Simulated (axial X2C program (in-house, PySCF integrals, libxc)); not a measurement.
Excited states of CdI⁺ by EOM-EE-CCSD

Computed with an in-house all-electron X2C program for linear molecules (integrals from PySCF): two-component X2C with atomic mean-field Coulomb and Gaunt terms, Gaussian nuclei, basis I dyall-acv3z, Cd dyall-acv3z with contracted cores.

R = 2.578 Å (near the PBE0 minimum at charge 1 of the determinant lowest at the starting distance; the state shown can have its own minimum elsewhere).

Hartree–Fock spinors of CdI⁺ (one of each Kramers pair; a window near the gap, which can cut inner shells):

```csv
ω,occupied,ε (eV),character
3/2,yes,-28.11,99% Cd d
5/2,yes,-28.07,100% Cd d
1/2,yes,-27.51,"59% Cd d, 34% I s, 3% Cd p"
1/2,yes,-16.70,"71% I p, 19% Cd s, 4% Cd p"
1/2,yes,-15.12,"84% I p, 6% Cd s, 4% Cd p"
3/2,yes,-14.55,"90% I p, 5% Cd p, 4% Cd d"
1/2,no,-6.99,"44% Cd s, 32% Cd p, 16% I p"
1/2,no,-3.83,"78% Cd p, 9% I d, 7% Cd d"
3/2,no,-3.72,"77% Cd p, 9% I d, 8% Cd d"
1/2,no,-2.42,"52% Cd p, 30% Cd s, 8% Cd d"
1/2,no,-2.20,"59% Cd s, 16% Cd p, 15% Cd d"
1/2,no,-1.60,"93% Cd p, 4% I p, 2% I d"
```

Vertical excitation energies from the closed-shell determinant state of CdI⁺:

```json
{"Ω": "2", "excitation (eV)": "1.382", "cm⁻¹": "11145", "hole of the leading pair": "89% I pπ", "particle of the leading pair": "46% Cd sσ, 21% Cd pσ, 20% I pσ", "weight of the pair (for Ω = 0 its time-reversed partner can hold as much again)": "0.93", "singles weight": "0.93"}
{"Ω": "1", "excitation (eV)": "1.474", "cm⁻¹": "11886", "hole of the leading pair": "89% I pπ", "particle of the leading pair": "46% Cd sσ, 22% Cd pσ, 20% I pσ", "weight of the pair (for Ω = 0 its time-reversed partner can hold as much again)": "0.88", "singles weight": "0.92"}
{"Ω": "0⁻", "excitation (eV)": "1.882", "cm⁻¹": "15177", "hole of the leading pair": "78% I pπ, 6% I pσ", "particle of the leading pair": "46% Cd sσ, 21% Cd pσ, 20% I pσ", "weight of the pair (for Ω = 0 its time-reversed partner can hold as much again)": "0.47", "singles weight": "0.94"}
{"Ω": "1", "excitation (eV)": "2.005", "cm⁻¹": "16167", "hole of the leading pair": "75% I pπ, 8% I pσ, 7% Cd sσ", "particle of the leading pair": "46% Cd sσ, 22% Cd pσ, 20% I pσ", "weight of the pair (for Ω = 0 its time-reversed partner can hold as much again)": "0.89", "singles weight": "0.93"}
{"Ω": "0⁺", "excitation (eV)": "2.048", "cm⁻¹": "16517", "hole of the leading pair": "89% I pπ", "particle of the leading pair": "46% Cd sσ, 21% Cd pσ, 20% I pσ", "weight of the pair (for Ω = 0 its time-reversed partner can hold as much again)": "0.46", "singles weight": "0.92"}
{"Ω": "0⁻", "excitation (eV)": "3.116", "cm⁻¹": "25135", "hole of the leading pair": "59% I pσ, 20% Cd sσ, 11% I pπ", "particle of the leading pair": "46% Cd sσ, 21% Cd pσ, 20% I pσ", "weight of the pair (for Ω = 0 its time-reversed partner can hold as much again)": "0.47", "singles weight": "0.95"}
{"Ω": "1", "excitation (eV)": "3.143", "cm⁻¹": "25352", "hole of the leading pair": "57% I pσ, 19% Cd sσ, 13% I pπ", "particle of the leading pair": "46% Cd sσ, 21% Cd pσ, 20% I pσ", "weight of the pair (for Ω = 0 its time-reversed partner can hold as much again)": "0.93", "singles weight": "0.94"}
{"Ω": "0⁺", "excitation (eV)": "4.445", "cm⁻¹": "35852", "hole of the leading pair": "64% I pσ, 23% Cd sσ", "particle of the leading pair": "45% Cd sσ, 30% Cd pσ, 16% I pσ", "weight of the pair (for Ω = 0 its time-reversed partner can hold as much again)": "0.38", "singles weight": "0.91"}
{"Ω": "1", "excitation (eV)": "5.133", "cm⁻¹": "41399", "hole of the leading pair": "90% I pπ", "particle of the leading pair": "75% Cd pπ, 14% I dπ, 7% I pπ", "weight of the pair (for Ω = 0 its time-reversed partner can hold as much again)": "0.86", "singles weight": "0.91"}
```

This point took 100 s on 1 thread of Arm Neoverse N1, on a shared host.

Reference electrons by ω block (each with its −ω partner): 1/2: 31, 3/2: 15, 5/2: 4. 18 electrons of CdI⁺ correlated (inner shells frozen), 84 natural virtual spinors (a truncated set); levels can be off by some tenths of an eV. Roots sought by Ω: (0: 5, 1: 4, 2: 3, 3: 1); rows need 60 % singles weight and stop where some Ω has no more roots. Missing are any skipped roots, higher Ω and states of a further excitation; these come out far too high here and may in truth be low or lowest. T1 of the reference 0.026 (Lee–Taylor). Number of frozen shells: I 4 s, 3 p, 2 d; Cd 4 s, 3 p, 1 d. Large amplitudes in the reference (orbital relaxation or multireference character) lower the reliability.
